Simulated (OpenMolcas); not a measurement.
# 5s2 5p along the 49-electron sequence

```
Program             : OpenMolcas
Method              : SS-CASPT2, IPEA 0.25 Eh, imaginary shift 0.1 Eh
Basis               : ANO-RCC-VQZP
Scalar Hamiltonian  : DKH2, point nucleus
Spin-orbit coupling : state interaction with AMFI integrals over the reference wave functions, term energies averaged over their components
```

Active space for each ion: 3 electrons in 4 orbitals (5s 5p); closed shells correlated by CASPT2: 4d.

Computed levels in cm-1 above 2P* 1/2:

```tsv
Level	Sb2+	Te3+	I4+	Xe5+
2P* 3/2	5610	7890	10490	13570
weight of 2P* in the lowest level (%)	100	100	100	100
```

Measured, with the error of the calculation in %. Measured levels: Sb2+, Te3+ from Moore, Atomic Energy Levels, vol. III, NSRDS-NBS 35 (1971 reprint of NBS Circular 467, 1958); Xe5+ from Saloman, J. Phys. Chem. Ref. Data 33, 765 (2004).

```json
{"Level": "2P* 3/2", "Sb2+": "6576 (-14.6)", "Te3+": "9223 (-14.5)", "Xe5+": "15599 (-13.0)"}
```

The fine-structure level 2P* 3/2 changes by a factor of 2.42 from Sb2+ to Xe5+. Its fourth root runs 8.65, 9.42, 10.12, 10.79, with steps per unit of Z of 0.77, 0.70, 0.67; equal steps would mean a (Z - σ)^4 law with constant σ.

Over all roots computed the reference weight is 0.85 to 0.94 in Sb2+, 0.86 to 0.94 in Te3+, 0.86 to 0.95 in I4+, 0.86 to 0.95 in Xe5+; the roots of lowest weight are the least certain, and an intruder state may touch them. Measured partners are found by configuration, term and J. A level has none where our copy of the source lacks it or the pairing is in doubt (some pairs that miss far off the trend of their configuration count as doubtful), and it then counts in no deviation. Levels of configurations outside the active space are missing.

* marks odd parity.
